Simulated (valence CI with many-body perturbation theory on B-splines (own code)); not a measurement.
# Re III: what each term of the Hamiltonian does

Method: configuration interaction combined with many-body perturbation theory (CI+MBPT): five valence electrons over a frozen Dirac-Fock core [Xe] 4f14, a basis of 7 s, 7 p, 8 d, 6 f, 4 g, 1 h functions for each j, with the one-electron correlation potential Σ1 (screened to all orders), the two-electron term Σ2, the three-electron term Σ3, Breit, model QED; selected single and double excitations, second order for the rest, scaled by the run's own slope (own B-spline code, finite nucleus).

Set against measurement, 47 paired levels are off by 931 cm⁻¹ on average, the worst by 1519. These come from a selection out of Brasseur, Gamrath and Quinet, At. Data Nucl. Data Tables 157, 101636 (2024). Levels without a partner in it may be off by more, other configurations by 1,000 to 8,000 cm⁻¹. Among the levels kept, up to 1500 cm⁻¹ of a level comes from second order outside the variational space, and about a tenth of that is noise between levels of different J, which matters for small intervals. Only levels of the ground parity were solved; by the run's estimate the other parity begins above the list, which can be wrong where configurations are misplaced. 2 measured levels below the end of the list, from 41405 cm⁻¹ on, found no clear computed partner.

Each rung adds one term. CI alone is the Dirac-Coulomb CI over the frozen core; QED comes last and gives the full result, which names the levels. Energies are above 5d5 6S_5/2 on the same rung, in cm⁻¹. A blank means that the level has no clear partner on that rung.

Names give the largest LS component (configuration and term), which can be under half, so a name can repeat, a term be missing and a line seem to break the LS rules; names also repeat where a configuration has a term twice. Letters in brackets count levels of one name in rising energy.

| Level | CI alone |
| --- | --- |
| 5d5 4G_5/2 [a] | 12749 |
| 5d4 6s 6D_1/2 | 6428 |
| 5d5 4G_7/2 | 15980 |
| 5d5 4G_5/2 [b] | 15343 |
| 5d5 4G_11/2 | 17226 |
| 5d5 4G_9/2 | 17292 |
| 5d5 4D_1/2 [a] | 13717 |
| 5d4 6s 6D_5/2 | 10368 |
| 5d5 4D_7/2 | 18232 |
| 5d5 4D_5/2 | 18290 |
| 5d5 4D_1/2 [b] | 17339 |
| 5d4 6s 6D_7/2 | 12158 |
| 5d5 4P_3/2 [b] | 18544 |
| 5d4 6s 6D_9/2 | 13796 |
| 5d5 2I_11/2 | 25297 |
| 5d5 4F_3/2 | 21462 |

(1) What do these energies become with core correlation, Breit and QED?

(2) How does the ionisation energy move along the ladder, and which term matters most?

Answers

(1) 5d5 4G_5/2 [a] 14409 (+1660); 5d4 6s 6D_1/2 15322 (+8894); 5d5 4G_7/2 17448 (+1468); 5d5 4G_5/2 [b] 17733 (+2390); 5d5 4G_11/2 18509 (+1284); 5d5 4G_9/2 18799 (+1507); 5d5 4D_1/2 [a] 19136 (+5418); 5d4 6s 6D_5/2 20486 (+10117); 5d5 4D_7/2 21143 (+2911); 5d5 4D_5/2 22404 (+4113); 5d5 4D_1/2 [b] 22657 (+5318); 5d4 6s 6D_7/2 22842 (+10684); 5d5 4P_3/2 [b] 23691 (+5147); 5d4 6s 6D_9/2 24300 (+10503); 5d5 2I_11/2 26701 (+1404); 5d5 4F_3/2 27082 (+5620).

(2) CI alone 25.641, + Σ1 26.540, + Σ2 27.174, + Σ3 27.158, + Breit 27.187, + QED 27.189 eV. The largest step is Σ1, 0.899 eV. NIST lists 27 ± 1.6 eV (theoretical).
